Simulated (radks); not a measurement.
Question: Species: Kr7+. Configuration: [Ar] 3d10 4s1. All-electron calculation, non-relativistic Kohn-Sham, LDA (Slater exchange, Perdew-Wang correlation), spin-unpolarised, spherical densities, point nucleus. Program: a radial shooting solver on a logarithmic mesh with Libxc functionals. Some entries of the table are withheld. Estimate them.

| orbital | occ. | eigenvalue (hartree) | <r> (bohr) |
|---|---|---|---|
| 1s | 2 | (1) | 0.04250 |
| 2s | 2 | -70.50143 | 0.1880 |
| 2p | 6 | -64.24669 | 0.1619 |
| 3s | 2 | -13.44516 | 0.5403 |
| 3p | 6 | -11.21424 | (2) |
| 3d | 10 | -7.18963 | 0.5432 |
| 4s | 1 | -4.30400 | 1.346 |

Answer: 
(1) 1s eigenvalue (hartree): -514.3005
(2) 3p <r> (bohr): 0.5425
